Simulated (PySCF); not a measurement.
**Electric field gradients and quadrupole coupling constants**

Compound: C5H6FN3.
Structure used (GFN2-xTB), in Å, numbered top down from 1:
```xyz
15
C5H6FN3 angstrom
C     -3.1530   -0.2317    0.2464
C     -2.0962    0.5523    0.1064
N     -0.7947    0.0790    0.1438
N      0.2385    0.8860    0.0022
C      1.3147    0.1186    0.0869
C      2.7118    0.6015   -0.0166
C      0.8369   -1.1925    0.2869
F      1.5547   -2.2971    0.4288
N     -0.4806   -1.1906    0.3189
H     -4.1487    0.1683    0.2122
H     -3.0359   -1.2901    0.3963
H     -2.1359    1.6197   -0.0464
H      2.9131    1.3347    0.7623
H      2.8712    1.0835   -0.9794
H      3.3996   -0.2336    0.0872
```

Field gradients from the PBE0/pcSseg-1 density (PySCF, non-relativistic), principal values in atomic units, ordered |Vxx| ≤ |Vyy| ≤ |Vzz|:

| atom | Vxx | Vyy | Vzz |
| --- | --- | --- | --- |
| N3 | 0.1738 | 0.5719 | -0.7457 |
| N4 | 0.2868 | 0.7627 | -1.0495 |
| N9 | 0.1669 | 0.7929 | -0.9598 |

**Question.** Find the asymmetry η = (Vxx − Vyy)/Vzz and the couplings χ = eQV/h (234.96 MHz × Q in barn × V in au), with Q(14N) = 0.02044 b.

**Answer.** 
| atom | environment | nucleus | η | χzz (MHz) | χxx (MHz) | χyy (MHz) |
| --- | --- | --- | --- | --- | --- | --- |
| N3 | pyrrole-type nitrogen | 14N | 0.53 | -3.581 | 0.835 | 2.747 |
| N4 | pyridine-type nitrogen | 14N | 0.45 | -5.04 | 1.38 | 3.66 |
| N9 | pyridine-type nitrogen | 14N | 0.65 | -4.610 | 0.802 | 3.808 |

The tensor is traceless: Vxx + Vyy + Vzz = 0.

**Question.** What is Vzz at N4 in SI units (1 au = 9.71736 × 10²¹ V/m²)?

**Answer.** -1.0495 au = -10.198 × 10²¹ V/m².

**Question.** What couplings would deuterons (Q(2H) = 0.00286 b) have in place of the hydrogens, at this geometry?

**Answer.** 
```
atom  bonded to  bond length (Å)  Vzz (au)     η  χzz (kHz)
 H10         C1            1.074    0.3431  0.06        231
 H11         C1            1.075    0.3347  0.05        225
 H12         C2            1.079    0.3210  0.09        216
 H13         C6            1.088    0.3109  0.02        209
 H14         C6            1.088    0.3109  0.02        209
 H15         C6            1.087    0.3113  0.04        209
```

Isolated species at its GFN2-xTB geometry (one conformer only). GFN2-xTB frequencies show an imaginary mode (58i cm⁻¹), so this geometry is no minimum at that level. GFN2-xTB bond lengths can be off by several hundredths of an ångström, more for odd bonds, and the gradients follow them. A larger basis could move these couplings by a tenth or more.

These values come from a run that also computed NMR shieldings. Rough CPU time on one thread of a shared machine: about 60 s.
